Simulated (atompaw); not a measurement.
An all-electron radial function and its pseudo partner (Ne)

Columns: radius, all-electron u(r) and pseudo u(r) of the 2s shell (level -55.65 eV) of neon in the configuration [He] 2s2 2p5; PBE, scalar-relativistic, PAW (atompaw) scheme, atompaw 4.2.0.5.

```tsv
r (bohr)	all-electron	pseudo
0.038	-0.3834	0.0941
0.077	-0.4955	0.1896
0.115	-0.4456	0.2806
0.154	-0.3054	0.3712
0.192	-0.1276	0.4559
0.231	0.0681	0.5387
0.269	0.2546	0.6150
0.308	0.4313	0.6883
0.346	0.5844	0.7545
0.385	0.7194	0.8167
0.423	0.8292	0.8712
0.462	0.9201	0.9203
0.500	0.9890	0.9609
0.538	1.0404	0.9941
0.577	1.0768	1.0202
0.615	1.0985	1.0380
0.654	1.1086	1.0490
0.692	1.1084	1.0536
0.731	1.0995	1.0525
0.769	1.0840	1.0466
0.808	1.0622	1.0359
0.846	1.0365	1.0205
0.885	1.0066	0.9991
0.923	0.9748	0.9724
0.962	0.9401	0.9398
1.000	0.9049	0.9049
```

Problem. How many radial nodes do the two functions have?

Solution. The all-electron 2s function has n − l − 1 = 1; the pseudo-wave has 0, since the states of the same l below it are removed with the core.

Problem. Is the pseudo-wave norm-conserving?

Solution. No, it belongs to a PAW set: the norm inside the radius is not constrained, and the difference is carried by the augmentation charge.
